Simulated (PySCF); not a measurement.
Removal energies of Pt⁴²⁺ from EOM-IP-GCCSD

Reference: closed-shell Pt⁴²⁺, [Kr]; one electron is removed. Calculated with PySCF 2.14, two-component X2C-1e with screened spin-orbit coupling, an uncontracted even-tempered set (18 s from 2.2 bohr⁻², ratio 2.6; 16 p from 2.9 bohr⁻², ratio 2.6; 11 d from 2.9 bohr⁻², ratio 2.6; 5 f from 3 bohr⁻², ratio 2.8); frozen [Ar] 3d10; the 114 highest virtual spinors dropped; of the others 74 kept and the rest restored at second order. No Breit or QED terms. Binding energies in eV.

```json
{"level": "4p1/2", "Koopmans": "2296.8", "second order": "2297.0", "EOM-CCSD": "2296.9"}
{"level": "4p3/2", "Koopmans": "2170.8", "second order": "2171.6", "EOM-CCSD": "2171.8"}
```

For comparison, the ionisation energy of Pt⁴²⁺ is 2171 ± 4 eV (theoretical estimate listed by NIST; NIST Atomic Spectra Database, ionization energies).
